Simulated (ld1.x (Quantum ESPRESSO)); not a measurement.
## Re (Z = 75), TM semilocal: configuration errors across variants

```
Element                 : rhenium (Re)
Generator               : ld1.x (Quantum ESPRESSO) 7.5
Type                    : norm-conserving Troullier–Martins (semilocal form)
Functional              : PBE
Relativity              : scalar-relativistic
Frozen core             : [Xe] 4f14
Valence charge          : 7
Reference configuration : 5d5 6s1 6p0 (charge +1)
Partial waves           : 6s (bound): rc 2.60 bohr; 6p (bound, empty): rc 3.40 bohr; 5d (bound): rc 1.55 bohr
Local potential         : the d channel
Core correction         : none
```

All-electron excitation energies from the reference (eV): (1) 5d5 6s2 6p0 -9.248; (2) 5d5 6s0 6p0 16.322; (3) 5d4 6s0 6p0 43.450; (4) 5d6 6s0 6p0 0.149; (5) 5d5 6s1.5 6p0 -5.467; (6) 5d5 6s0 6p1 5.807; (7) 5d4 6s2 6p0 0.712.

A semilocal file is local in each channel, so a ghost entry of none says nothing of the separable form that plane-wave codes build from it.

Errors AE − PS in meV (a dash: test not solved or not reliable):

| change | (1) | (2) | (3) | (4) | (5) | (6) | (7) | bound ghosts |
| --- | --- | --- | --- | --- | --- | --- | --- | --- |
| base | +15 | +33 | +84 | -32 | +5.9 | +4.1 | -26 | none |
| all radii scaled by about 0.77 (s 2.00, p 2.62, d 1.20 bohr) | +20 | +38 | +67 | -15 | +7.1 | +6.7 | +9.4 | none |
| all radii scaled by about 0.82 (s 2.12, p 2.78, d 1.26 bohr) | +17 | +35 | +76 | -25 | +6.4 | +4.7 | -12 | none |
| all radii scaled by about 0.92 (s 2.38, p 3.12, d 1.42 bohr) | +15 | +33 | +83 | -32 | +5.9 | +3.3 | -25 | none |
| all radii scaled by about 1.07 (s 2.78, p 3.64, d 1.66 bohr) | +16 | +32 | +75 | -27 | +6.0 | +4.2 | -19 | none |
| all radii scaled by about 1.13 (s 2.94, p 3.86, d 1.76 bohr) | +16 | +31 | +62 | -21 | +6.1 | +5.4 | -10 | none |
| all radii scaled by about 1.29 (s 3.36, p 4.38, d 2.00 bohr) | +18 | +21 | +2.3 | +2.8 | +6.2 | +2.6 | +24 | none |
| all radii scaled by about 1.40 (s 3.64, p 4.76, d 2.18 bohr) | +18 | +7.3 | -59 | +23 | +5.8 | -2.7 | +53 | none |

Q: Give the same row for: all radii scaled by about 1.22 (s 3.18, p 4.16, d 1.90 bohr).

A: +17, +26, +32, -8.4, +6.2, +4.5, +8.3; bound ghosts: none.
